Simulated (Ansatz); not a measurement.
`[OH][In]([Cl])[Br]` + H₂O → `[OH][In]([OH])[Cl]` + HBr  (formal hydrolysis of the In–Br bond)

Program: Ansatz. Geometries: PBE0-D4/def2-TZVP. ΔE: electronic, gas phase. CCSD(T)/CBS adds triple-zeta CCSD(T) − MP2 to the extrapolated MP2 energy (def2 sets, frozen cores). This one scheme is used for every species. DFT in def2-TZVPP. B3LYP here is the variant with VWN-RPA as its local correlation; programs differ in this. Elements past krypton have def2 core potentials. For Br, In outer-core shells are correlated without core-valence functions, which leaves a few kJ/mol of doubt a bond. Scalar relativity is left out up to krypton. Each species was taken in one conformer, which may not be the lowest.

(1) Is it downhill or uphill in electronic energy at CCSD(T)/CBS, and by how much? (Estimate.)

(2) What do these levels give: PBE-D4, B3LYP-D4, B2PLYP, r2SCAN, HF/def2-TZVPP, CCSD/def2-TZVPP, CCSD(T)/def2-TZVPP, HF/def2-QZVPP, MP2/def2-QZVPP, SCS-MP2/def2-QZVPP, MP2/CBS(def2), CCSD/CBS(def2)? (Best estimate.)

Largest T1 diagnostic among the species: 0.016.

## Answers

(1) The calculation gave: Uphill: ΔE = +1.12 eV.

(2) Ansatz gave: PBE-D4 1.06, B3LYP-D4 1.10, B2PLYP 1.07, r2SCAN 1.09, HF/def2-TZVPP 1.27, CCSD/def2-TZVPP 1.09, CCSD(T)/def2-TZVPP 1.07, HF/def2-QZVPP 1.26, MP2/def2-QZVPP 1.12, SCS-MP2/def2-QZVPP 1.09, MP2/CBS(def2) 1.15, CCSD/CBS(def2) 1.14 eV.

From PBE to PBE0 (25 % exact exchange), in def2-TZVPP and without D4, ΔE moves by +0.11 eV. In def2-TZVPP, CCSD(T) changes the Hartree–Fock value by −0.20 eV (the triples alone add −0.03 eV) and MP2 by −0.17 eV.
